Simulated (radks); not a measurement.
The numbers below are computed, except where a source is named.
All-electron atom: Sm9+ in [Kr] 4d10 4f1 5s2 5p4 (not the ground configuration). Code: a radial shooting solver on a logarithmic mesh with Libxc functionals. Model: scalar-relativistic Kohn-Sham, r2SCAN, spin-polarised, spherical densities, finite nucleus; open shells are filled with parallel spins first (spin-orbit coupling, left out, can overturn this in heavy ions); meta-GGA in the generalised Kohn-Sham scheme; Fermi nuclear charge, rms radius 5.0819 fm.

Unscreened Slater integrals over Kohn-Sham orbitals (hartree). They are taken over the spin-up orbitals.

integral      value
F0(5p,5p)   0.67967
F2(5p,5p)   0.37160
F0(5p,4f)   0.81406
F2(5p,4f)   0.28779
G2(5p,4f)   0.11739
G4(5p,4f)   0.10003
F0(5p,5s)   0.70561
G1(5p,5s)   0.48392
F0(5p,4d)   0.83112
F2(5p,4d)   0.26720
G1(5p,4d)  0.076833
G3(5p,4d)  0.077007
F0(4f,4f)    1.2626
F2(4f,4f)   0.63248
F4(4f,4f)   0.40399
F6(4f,4f)   0.29279
F0(4f,5s)   0.86720
G3(4f,5s)   0.13495
F0(4f,4d)    1.3215
F2(4f,4d)   0.65801
F4(4f,4d)   0.42649
G1(4f,4d)   0.76739
G3(4f,4d)   0.49267
G5(4f,4d)   0.35153
F0(5s,5s)   0.73628
F0(5s,4d)   0.88741
G2(5s,4d)   0.10053
F0(4d,4d)    1.3995
F2(4d,4d)   0.71581
F4(4d,4d)   0.48139

Derived for the open shells (J is the average intra-shell exchange parameter used in DFT+U). 4f: F4/F2 = 0.639, F6/F2 = 0.463, J = (286 F2 + 195 F4 + 250 F6)/6435 = 0.05173 hartree. 5p: J = F2/5 = 0.07432 hartree.
